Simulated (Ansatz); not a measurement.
A CCSD(T) single point on C3H6Si (`C=C=C[SiH3]`).

```yaml
crystal:
  periodic: [false, false, false]
  atoms:
    - {symbol: C, position_ang: [-1.305759, 1.563980, -0.794628]}
    - {symbol: C, position_ang: [-0.441531, 0.594280, -0.737991]}
    - {symbol: C, position_ang: [0.419115, -0.376727, -0.640872]}
    - {symbol: Si, position_ang: [0.876591, -1.106097, 1.008819]}
    - {symbol: H, position_ang: [-0.988565, 2.599745, -0.740505]}
    - {symbol: H, position_ang: [-2.365871, 1.362684, -0.904280]}
    - {symbol: H, position_ang: [0.874883, -0.763458, -1.551357]}
    - {symbol: H, position_ang: [2.335282, -0.949538, 1.256559]}
    - {symbol: H, position_ang: [0.567874, -2.561329, 1.032185]}
    - {symbol: H, position_ang: [0.111082, -0.414740, 2.074871]}
basis:
  gaussian: {orbitals: def2-TZVPP}
correlation: {method: ccsd_t}
output: {orbitals: {seedname: orbitals}}
```

```sh
$ ansatz run in.yaml --threads 2 --pin off --events-out ev --progress --plain --max-ram 4352MiB
```

Output of Ansatz, abridged:

```
Functional definition: HF
1273 factors; integrals over basis functions are off by at most 9.0e-4 eV
mean field evaluation 1: about -11045.4242 eV, gradient 2.9e1 eV
mean field evaluation 2: about -11045.6648 eV, gradient 2.9e1 eV
mean field evaluation 4: about -11048.4066 eV, gradient 3.4e0 eV
mean field evaluation 8: about -11048.4544 eV, gradient 3.6e-1 eV
mean field evaluation 16: about -11047.8332 eV, gradient 1.0e1 eV
mean field -11048.45520802 eV, -406.0232399830 hartree, gradient 6.3e-6 eV, S^2 0.000000; 0 other end points of the search recorded, 0 dependent functions left out
8 core orbitals not correlated: weight in the atoms' cores, before any rotation towards them, 1.000 or more for the frozen orbitals, at most 0.000 for the correlated occupied ones
reference -11048.45520802 eV, -406.0232399830 hartree; 11, 11 occupied and 200, 200 virtual orbitals, 1273 factors
second order -16.26823175 eV of doubles, -0.00000000 eV of singles
cycle   1  -16.85695270 eV  change   -5.9e-1 eV  update   9.7e-2
cycle   2  -17.35942472 eV  change   -5.0e-1 eV  update   3.1e-2
cycle   3  -17.46255125 eV  change   -1.0e-1 eV  update   1.5e-2
cycle   4  -17.45766731 eV  change    4.9e-3 eV  update   4.1e-3
cycle   5  -17.45876272 eV  change   -1.1e-3 eV  update   1.6e-3
cycle   6  -17.45894793 eV  change   -1.9e-4 eV  update   4.3e-4
cycle   7  -17.45892944 eV  change    1.8e-5 eV  update   1.5e-4
cycle   8  -17.45900088 eV  change   -7.1e-5 eV  update   6.3e-5
cycle   9  -17.45901659 eV  change   -1.6e-5 eV  update   1.9e-5
perturbative correction -0.80166821 eV, -0.0294607634 hartree
Total energy: -11066.71589283 eV, -406.6943077720 hartree
```

It took 93 s on 2 threads of an Arm Neoverse V1 on a shared host, with 3.3 GiB of host memory at the peak.

Correlation energy per correlated electron: -0.830 eV. T1 diagnostic: 0.0125.
